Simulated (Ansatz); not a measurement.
Calculated with Ansatz (gas phase, PBE0-D4/def2-TZVP geometries, no zero-point term in ΔE). CCSD(T)/CBS adds triple-zeta CCSD(T) − MP2 to the extrapolated MP2 energy (def2 sets, frozen cores). This one scheme is used for every species. DFT in def2-TZVPP. HSE06 is defined as in plane-wave codes. For Ga outer-core shells are correlated without core-valence functions, which leaves a few kJ/mol of doubt a bond. Scalar relativity is left out up to krypton. One conformer a species, not always the lowest.

`P[SiH2][GaH2]` + NH₃ → `[NH2][GaH2]` + `[SiH3]P`  (cleavage of the Ga–Si bond)

```
             level  ΔE (eV)
         revPBE-D4    -0.24
         r2SCAN-D4    -0.36
          HSE06-D4    -0.25
          BHLYP-D4    -0.36
            r2SCAN    -0.37
              PBE0    -0.28
     HF/def2-TZVPP    -0.48
CCSD(T)/def2-TZVPP    -0.40
```

Question: What does CCSD(T)/CBS give? (An estimate is asked.)

Answer: Computed: -0.39 eV. The listed levels differ from it by 0.15, 0.03, 0.14, 0.03, 0.02, 0.11, -0.09, -0.01 eV.

Largest T1 diagnostic among the species: 0.014.

Leaving LDA and LC-ωPBE aside and taking each functional with its dispersion term where it has one, the values, not all of them listed here, spread over 0.20 eV, from CAM-B3LYP-D4 to revPBE-D4. LDA lies −0.09 eV from PBE without D4. The D4 term adds +0.05 eV with B3LYP and +0.03 eV with PBE0; it sums over pairs of atoms, weighted by their polarisabilities, and B3LYP, whose exchange is more repulsive, gets the larger term. At CCSD(T), def2-SVP lies −0.11 eV from the extrapolated value and def2-TZVPP −0.01 eV.

B3LYP here is the variant with VWN-RPA as its local correlation; programs differ in this.
